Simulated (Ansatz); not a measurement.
Diatomic HgO, multiplicity 3 (lowest of 2S+1 = 1, 3 at CCSD(T)/def2-TZVPP on PBE0 minima; our sources give no spin for the ground state, which may be another). No spin–orbit coupling.

Seven points along R, fitted to fifth degree in 1/R; most abundant isotopes. In def2 and cc sets the state is the lowest found near the PBE0 minimum, followed along R.

Correlated levels freeze the inner cores; with def2 sets outer-core shells near the valence are correlated too.

Codes used: Ansatz (Gaussian basis) for Hartree–Fock, density functionals and correlated methods. Values without a source in brackets are computed. In def2 rows elements past Kr take small-core potentials, without spin–orbit coupling.

Energies at B2PLYP/def2-TZVPP:

| R (Å) | E (hartree) |
|---|---|
| 2.031546 | -228.44621334 |
| 2.086158 | -228.44830180 |
| 2.136400 | -228.44931234 |
| 2.193196 | -228.44972055 |
| 2.249992 | -228.44961884 |
| 2.315526 | -228.44913928 |
| 2.391982 | -228.44836615 |

Task: With a reduced mass of 14.8212 u, find the minimum, the force constant and the constants.

Result: A fifth-degree polynomial in 1/R puts the minimum at r_e = 2.2066 Å with force constant 60.6 N/m. Then ω_e = (1/2πc)√(k/μ) = 263 cm⁻¹ and B_e = h/(8π²cμr_e²) = 0.2336 cm⁻¹; the cubic and quartic terms give α_e = 0.0069 and ω_e x_e = 12 cm⁻¹.

Ansatz is a first-principles code.
